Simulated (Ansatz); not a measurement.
Relaxation of BH4NSSi (8 atoms, charge 0, multiplicity 1), to a largest force component of 0.02 eV/Å in at most 40 steps.

These are results of Ansatz 0.2.0, RKS BHLYP/def2-SVP, not measurements.

```xyz
8
Properties=species:S:1:pos:R:3:forces:R:3
S -0.770 2.192 -0.745 1.17 0.42 -0.79
B -0.213 0.676 0.103 0.35 -2.99 1.27
N 0.723 -0.040 1.040 3.53 3.93 -2.21
Si -0.195 -1.282 0.420 -4.71 -0.71 -1.32
H 0.076 2.043 -1.846 -0.68 0.08 1.11
H 1.672 -0.081 0.554 -0.95 0.66 1.98
H -1.449 -1.601 1.209 1.09 -0.71 -0.20
H 0.248 -1.963 -0.792 0.20 -0.67 0.14
```

**Question.** Where does it end, and by what steps?

**Answer.** It converged. After 15 steps the energy has fallen by 2.724 eV; H5 moved furthest, 1.01 Å.

```
step  energy less start (eV)  largest force component (eV/Å)  accepted
   0                  0.0000                           4.709       yes
   1                 -1.1970                           2.540       yes
   2                 -1.9337                           1.593       yes
   3                 -2.2055                           1.204       yes
   4                 -2.3222                           0.427       yes
   5                 -2.2984                           2.088        no
   6                 -2.3744                           0.240       yes
   7                 -2.4209                           0.279       yes
   8                 -2.4841                           0.809       yes
   9                 -2.5910                           0.597       yes
  10                 -2.6767                           0.556       yes
  11                 -2.7169                           0.222       yes
  12                 -2.7220                           0.119       yes
  13                 -2.7217                           0.128        no
  14                 -2.7234                           0.038       yes
  15                 -2.7236                           0.009       yes
```

```xyz
8
Properties=species:S:1:pos:R:3
S 0.091 2.310 -0.858
B 0.074 0.639 -0.205
N 0.806 -0.046 0.744
Si -0.358 -1.209 0.132
H -0.916 2.157 -1.727
H 1.569 0.140 1.373
H -1.373 -1.685 1.097
H 0.198 -2.362 -0.611
```

Whether the end is a true minimum wasn't checked by a vibrational analysis.

Time of the run: 49 s on 1 thread of Arm Neoverse V2, with other jobs on the host, peak memory 0.16 GiB.
